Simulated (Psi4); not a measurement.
CH4F2OSi (SMILES C[Si](O)(F)F), singlet, at a GFN2-xTB geometry. Base run: Psi4 with CCSD(T)/def2-SVP.

Input for Psi4:
```
memory 2 GB

molecule {
0 1
C     1.75134802   -0.01003860   -0.62242699
Si   -0.01704949   -0.01184987   -0.00590827
O    -0.87700248   -1.11492948   -0.79118722
F    -0.73172445    1.41838748   -0.12820296
F    -0.13612802   -0.25829367    1.57412678
H     2.22928518   -0.96827422   -0.44462918
H     2.33657009    0.75294384   -0.11740230
H     1.79488772    0.18778604   -1.68873917
H    -1.80344616   -1.26773430   -0.61576821
}

set {
  basis def2-svp
  freeze_core true
}

energy('ccsd(t)')
print_variables()
```

Variants of this job, named by their change:

```tsv
change	ΔE vs base (kcal/mol)	MP2 correlation (Eh)	basis functions	core-seconds (rough)
base	0.000	-0.78964	94	100
method = ccsd	?	-0.78964	94	50
method = mp2	27.59	-0.78954	94	6
method = fno-ccsd(t)	0.000	-0.78964	94	60
method = mp4	-1.24	-0.78964	94	40
method = mp3	?	-0.78954	94	9
method = dlpno-mp2	27.65	-0.78945	94	7
method = qcisd(t)	-0.433	-0.78964	94	50
```

Task: Some entries are withheld; supply them.

Result: 
- method = ccsd, ΔE vs base (kcal/mol): 9.40
- method = mp3, ΔE vs base (kcal/mol): 16.61
